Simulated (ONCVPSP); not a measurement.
u(r) = r·R(r): atom against pseudo-atom (Tc)

Columns: radius, all-electron u(r) and pseudo u(r) of the 4s shell (level -74.85 eV) of technetium in the configuration [Ar] 3d10 4s2 4p6 4d5 5s1 5p1; LDA (Perdew-Wang 92), scalar-relativistic, ONCV scheme, ONCVPSP 4.0.1.

| r (bohr) | all-electron | pseudo |
| --- | --- | --- |
| 0.115 | 0.3766 | 0.1910 |
| 0.230 | -0.3899 | 0.3760 |
| 0.345 | -0.5929 | 0.5485 |
| 0.460 | -0.1777 | 0.7015 |
| 0.575 | 0.3700 | 0.8278 |
| 0.690 | 0.7969 | 0.9213 |
| 0.805 | 1.0421 | 0.9772 |
| 0.920 | 1.1301 | 0.9936 |
| 1.035 | 1.1079 | 0.9718 |
| 1.150 | 1.0204 | 0.9167 |
| 1.265 | 0.9014 | 0.8359 |
| 1.380 | 0.7732 | 0.7390 |
| 1.495 | 0.6492 | 0.6350 |
| 1.610 | 0.5364 | 0.5323 |
| 1.725 | 0.4377 | 0.4371 |
| 1.840 | 0.3538 | 0.3537 |
| 1.955 | 0.2837 | 0.2837 |
| 2.070 | 0.2261 | 0.2261 |
| 2.185 | 0.1793 | 0.1793 |
| 2.300 | 0.1416 | 0.1416 |
| 2.415 | 0.1114 | 0.1114 |
| 2.530 | 0.0874 | 0.0874 |
| 2.645 | 0.0684 | 0.0684 |
| 2.760 | 0.0534 | 0.0534 |
| 2.875 | 0.0416 | 0.0416 |
| 2.990 | 0.0324 | 0.0324 |

(1) How many radial nodes do the two functions have?

(2) At about which radius was the pseudo-wave matched?

(3) Where does each function peak?

(4) Is the pseudo-wave norm-conserving?

Answers

(1) The all-electron 4s function has n − l − 1 = 3 (the table is too coarse to show those close to the nucleus); the pseudo-wave has 0, since the states of the same l below it are removed with the core.

(2) 1.90 bohr, where the columns begin to agree (steps of 0.12 bohr).

(3) Outermost all-electron maximum near 0.92 bohr, pseudo maximum near 0.92 bohr (to the table’s step).

(4) Yes: the ONCV scheme keeps the norm inside the radius equal to the all-electron one, which fixes the energy derivative of the logarithmic derivative at the level.
